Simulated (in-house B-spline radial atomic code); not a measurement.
Settings and results of a run for the argon ion Ar⁸⁺ (an excited or competing configuration). Method: scalar-relativistic (X2C) OLYP, spin-polarised, spherical fractional occupations, Fermi nucleus of rms radius 3.4274 fm. Calculated with a radial B-spline atomic code at the basis-set limit.

In the input, 3d5,1 would mean five up and one down electron.

Command:
```bash
python run_scf.py task.json out
```
Settings (nuclear radius in fm, mass in u):
```
Z                18
configuration    1s2 2s0,1 2p6 3p0,1
hamiltonian      x2c
method           optx,lyp
spin_polarised   True
nucleus          fermi
rms_radius       3.4274
atomic_mass      39.96238
speed_of_light   137.035999084
```

Output (hartree, bohr):
```
 radial grid: 65 intervals, B-splines of order 8, outer radius 7.931 bohr

 iter        energy (Eh)    residual
    1        -487.597587    1.09e+00
    2        -495.319613    3.06e-01
    3        -495.842070    1.15e-01
    4        -495.918087    4.29e-02
    5        -495.929201    1.13e-02
    6        -495.930112    1.79e-04
    7        -495.930112    1.27e-05
    8        -495.930112    3.03e-07
    9        -495.930112    1.00e-08

 total energy                      -495.93011
 kinetic                             499.0290
 electron-nucleus                  -1111.1532
 Hartree                             141.6259
 exchange-correlation                -25.4318

 orbital      occ     eigenvalue          <r>       <r^2>       <1/r>     <1/r^3>       r_max
 1s up      1.000      -122.4566    0.0854244  0.00982806     17.8257           -     0.05582
 1s down    1.000      -122.5738    0.0854082  0.00982638     17.8318           -     0.05578
 2s down    1.000       -18.0361     0.401266    0.190084     3.68124           -      0.3334
 2p up      3.000       -15.4758     0.361475    0.160937     3.56629     136.714      0.2747
 2p down    3.000       -15.6740     0.360799    0.160123     3.56827     136.567       0.275
 3p down    1.000        -5.3278      1.10525     1.40276     1.24352     24.4809       1.017
```

Time taken, with all properties: 0.13 s on 1 thread of Arm Neoverse N1, on a shared host.
